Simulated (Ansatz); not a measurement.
`Cl[Si](Cl)(Br)Br` + `O[Si](O)(F)Cl` → `F[Si](Cl)(Br)Br` + `O[Si](O)(Cl)Cl`  (redistribution)

Calculated with Ansatz (gas phase, PBE0-D4/def2-TZVP geometries, no zero-point term in ΔE). CCSD(T)/CBS is the MP2 limit (def2-TZVPP, def2-QZVPP) plus CCSD(T) − MP2 in def2-TZVPP, frozen cores. This one scheme is used for every species. DFT in def2-TZVPP. B3LYP here is the variant with VWN-RPA as its local correlation; programs differ in this. For Br outer-core shells are correlated without core-valence functions, which leaves a few kJ/mol of doubt a bond. Scalar relativity is left out up to krypton. Each species was taken in one conformer, which may not be the lowest.

Question: Is it downhill or uphill in electronic energy at CCSD(T)/CBS, and by how much? (An estimate is asked.)

Answer: Ansatz gave: Uphill: ΔE = +5.9 kJ/mol.

Question: What do these levels give: r2SCAN-D4, B3LYP-D4, ωB97X-V, ωB97M-V, B3LYP, MP2/def2-TZVPP, CCSD/def2-TZVPP, CCSD(T)/def2-TZVPP, MP2/def2-QZVPP, HF/CBS(def2), MP2/CBS(def2), CCSD/CBS(def2)? (An estimate is asked.)

Answer: Computed: r2SCAN-D4 2.6, B3LYP-D4 4.2, ωB97X-V 3.0, ωB97M-V 3.6, B3LYP 2.9, MP2/def2-TZVPP 7.0, CCSD/def2-TZVPP 5.0, CCSD(T)/def2-TZVPP 4.9, MP2/def2-QZVPP 7.5, HF/CBS(def2) 3.8, MP2/CBS(def2) 7.9, CCSD/CBS(def2) 5.9 kJ/mol.

Largest T1 diagnostic among the species: 0.011.
